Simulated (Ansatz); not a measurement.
`F[BH][GaH][F]` + `BO` → `BOBF` + `[F][GaH2]` at 600 K and 1 bar (cleavage of the B–Ga bond).

Gas-phase electronic energies from Ansatz, PBE0-D4/def2-TZVP geometries. CBS: MP2 limit from def2 TZ/QZ plus the TZ coupled-cluster correction, frozen cores. This one scheme is used for every species. For Ga outer-core shells are correlated without core-valence functions, which leaves a few kJ/mol of doubt a bond. Scalar relativity is left out up to krypton. Each species was taken in one conformer, which may not be the lowest.

```json
{"species": "`F[BH][GaH][F]`", "CCSD(T)/CBS energy (Eh)": "-2149.58538", "H − E (kJ/mol)": "108.0", "S (J/(mol·K))": "394.8"}
{"species": "`BO`", "CCSD(T)/CBS energy (Eh)": "-101.80414", "H − E (kJ/mol)": "119.7", "S (J/(mol·K))": "267.1"}
{"species": "`BOBF`", "CCSD(T)/CBS energy (Eh)": "-226.48924", "H − E (kJ/mol)": "151.1", "S (J/(mol·K))": "350.3"}
{"species": "`[F][GaH2]`", "CCSD(T)/CBS energy (Eh)": "-2024.95631", "H − E (kJ/mol)": "68.4", "S (J/(mol·K))": "292.7"}
```

H − E and S are ideal-gas, rigid-rotor, harmonic terms from PBE0-D4/def2-TZVP, for one conformer and one mirror image of each species. 1 Eh = 2625.50 kJ/mol, R = 8.31446 J/(mol·K).

Problem. By hand: ΔE, ΔH, ΔS and ΔG.

Solution. ΔE = (-226.48924) + (-2024.95631) − (-2149.58538) − (-101.80414) = -0.05603 Eh = -147.1 kJ/mol. Δ(H − E) = 151.1 + 68.4 − 108.0 − 119.7 = -8.2, so ΔH = -155.3 kJ/mol. ΔS = 350.3 + 292.7 − 394.8 − 267.1 = -18.9 J/(mol·K). ΔG = -155.3 − 600 × (-18.9)/1000 = -144.0 kJ/mol.

Problem. By hand: the equilibrium constant, and the temperature at which ΔG would vanish if ΔH and ΔS stayed fixed.

Solution. log₁₀ K = −ΔG/(RT ln 10) = 12.5. ΔG = 0 at ΔH/ΔS = 8217 K, far beyond where these terms or the molecules hold.

ΔH outweighs TΔS. A doubt of 5 kJ/mol in ΔE shifts log₁₀ K by 0.4 here. Other conformers and mirror images would add mixing entropy, several J/(mol·K) or more a flexible species. Modes under 60 cm⁻¹, often nearly free rotors, make the harmonic entropy too high. These are equilibria of isolated gas molecules and say nothing of rates. Largest T1 diagnostic: 0.015 (customary marks: 0.02 for closed shells, 0.045 for open ones).
